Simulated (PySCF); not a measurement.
Cartesian coordinates (Å):
```xyz
5

O     -1.2500    -0.1760     0.5831
B      0.0857    -0.2332     0.6636
O      0.9067     0.1649    -0.3353
H     -1.5856     0.1761    -0.2539
H      1.8425     0.0696    -0.1438
```
Charge 0, spin multiplicity 2.

### Question
Predict the dipole moment, highest occupied spin orbital and total energy from CAM-B3LYP-D3(BJ)/def2-TZVP (PySCF).

### Answer

The dipole moment is 1.68 D and the highest occupied spin orbital is -7.28 eV. The total energy is -176.5445 Ha.
